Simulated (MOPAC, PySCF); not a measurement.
C10H8BF, SMILES `Bc1c(ccc2cccc-2c1)F`, neutral singlet in the gas phase. 

Cartesian coordinates (Å):
```xyz
20

B      3.1473    -1.0368    -0.3370
C      1.8093    -0.2924    -0.1640
C      0.6334    -1.0847    -0.1544
C     -0.7064    -0.7465    -0.0210
C     -1.7881    -1.6584    -0.0301
C     -2.9848    -0.9401     0.1302
C     -2.6953     0.4330     0.2441
C     -1.2985     0.6063     0.1567
C     -0.6105     1.8120     0.2243
C      0.7656     2.0428     0.1442
C      1.7980     1.1199    -0.0239
F      3.0032     1.7072    -0.0559
H      3.1158    -2.2380    -0.4535
H      4.2076    -0.4730    -0.3598
H      0.8201    -2.1566    -0.2742
H     -1.6917    -2.7380    -0.1439
H     -3.9832    -1.3776     0.1616
H     -3.4187     1.2372     0.3775
H     -1.2290     2.7057     0.3586
H      1.1059     3.0779     0.2208
```
Charge 0, multiplicity 1.

All levels are single points at this geometry (B3LYP-D3(BJ)/def2-SVP); Pople sets use spherical d functions. Orbital energies aren't observables, and empty levels follow the basis.

PBE-D3(BJ)/def2-TZVP in PySCF gives HOMO (eV) = -5.49.

**Question.** Estimate the HOMO (eV) from each of these levels: TPSSh-D3(BJ)/def2-TZVP in PySCF; B3LYP/6-311+G** in PySCF; M06-2X/6-31G* in PySCF; AM1 in MOPAC; PM3 in MOPAC.

**Answer.** 
```json
[
 {"level": "TPSSh-D3(BJ)/def2-TZVP in PySCF", "HOMO (eV)": "-5.73"},
 {"level": "B3LYP/6-311+G** in PySCF", "HOMO (eV)": "-6.10"},
 {"level": "M06-2X/6-31G* in PySCF", "HOMO (eV)": "-6.87"},
 {"level": "AM1 in MOPAC", "HOMO (eV)": "-8.26"},
 {"level": "PM3 in MOPAC", "HOMO (eV)": "-8.53"}
]
```
